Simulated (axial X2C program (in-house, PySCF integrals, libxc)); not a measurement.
# Potential curves of GeTe, scalar-relativistic

All values were computed with an in-house all-electron X2C program for linear molecules (integrals from PySCF). Spin-free means the one-electron spin-free X2C Hamiltonian. Basis: Te dyall-cv3z [11s12p8d4f1g], Ge dyall-cv3z [9s9p7d4f1g] (cores contracted in-house); Gaussian nuclei, density fitting, unrestricted open shells. Masses: Te 129.906 u, Ge 73.921 u.

State: M_S = 0, Λ = 0 (closed shell). Energies in eV from the fragments at the same level (Te + Ge). Fits are polynomials in 1 − R0/R over 0.85 to 1.23 times the lowest point R0.

| R (Å) | HF |
| --- | --- |
| 2.0402 | -0.8258 |
| 2.1340 | -1.5791 |
| 2.2043 | -1.8920 |
| 2.2747 | -2.0414 |
| 2.3450 | -2.0634 |
| 2.4271 | -1.9668 |
| 2.5092 | -1.7729 |
| 2.6147 | -1.4254 |
| 2.7437 | -0.9093 |
| 2.9313 | -0.0887 |

Occupations by symmetry block were frozen at the best pattern of an incomplete PBE0 search. Closed shells are restricted here (equal orbitals for both partners); the stretched side of such a curve lies too high. De is counted from the lowest determinant-based energies of the atoms at the same level, without counterpoise correction. Spin-free De lacks the spin–orbit lowering of the heavy p-block atom, a tenth of an eV or more for 4p and 5p, up to an eV for 6p and one to two eV for 7p atoms, less what an open-shell molecule gains itself.

(1) What are Re, ωe and De at the HF level?

Results:

(1) At HF, spin-free: Re = 2.323 Å, ωe ≈ 351 cm⁻¹, De = 2.07 eV to Te + Ge; Be follows as 0.0663 cm⁻¹.
